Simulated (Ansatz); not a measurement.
Two isomers of C2H4BNO: A = `BCOC#N`, B = `B1C=NCO1`.

Calculated with Ansatz (gas phase, PBE0-D4/def2-TZVP geometries, no zero-point term in ΔE). CCSD(T)/CBS is the MP2 limit (def2-TZVPP, def2-QZVPP) plus CCSD(T) − MP2 in def2-TZVPP, frozen cores. Functionals use def2-TZVPP. One conformer a species, not always the lowest.

Problem. Which is lower in electronic energy at CCSD(T)/CBS, and by how much? (Estimate.)

Solution. The calculation gave: B, by 255.1 kJ/mol.

Problem. Give E(B) − E(A) in kJ/mol with BLYP-D4, ωB97M-V, B2PLYP, CCSD(T)/def2-SVP, r2SCAN-D4, PBE0-D4, MP2/def2-TZVPP. (An estimate is asked.)

Solution. Ansatz gave: BLYP-D4 -234.4, ωB97M-V -251.9, B2PLYP -239.9, CCSD(T)/def2-SVP -254.3, r2SCAN-D4 -256.8, PBE0-D4 -263.3, MP2/def2-TZVPP -247.4. None reverses the order clearly.

Problem. Does the order hold for the free energy at 298.15 K (harmonic terms from PBE0-D4)? (An estimate is asked.)

Solution. Computed: Yes: G(B) − G(A) = -231.0 kJ/mol, for one conformer each.

Largest T1 diagnostic: 0.016.

The D4 term adds −4.5 kJ/mol with B3LYP and −2.0 kJ/mol with PBE0; it sums over pairs of atoms, weighted by their polarisabilities, and B3LYP, whose exchange is more repulsive, gets the larger term. From BLYP to BHLYP (50 % exact exchange), in def2-TZVPP and without D4, E(B) − E(A) moves by −16.6 kJ/mol.

B3LYP here is the variant with VWN-RPA as its local correlation; programs differ in this.
